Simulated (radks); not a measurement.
Ga IV, configuration [Ar] 3d10. All-electron calculation, Dirac Kohn-Sham, Slater X-alpha with alpha = 0.9, spin-unpolarised, spherical densities, finite nucleus; Fermi nuclear charge, rms radius 3.9973 fm. Program: a radial shooting solver on a logarithmic mesh with Libxc functionals.

Spin-orbit splittings of the eigenvalues, e(l+1/2) - e(l-1/2), with zeta = 2 splitting/(2l+1) and mean radii in bohr:

shell  occ.  splitting (eV)  zeta (eV)  <r> j=l-1/2  <r> j=l+1/2
2p        6           28.21      18.80       0.1871       0.1906
3p        6           3.741      2.494       0.6635       0.6739
3d       10          0.5078     0.2031       0.7556       0.7603
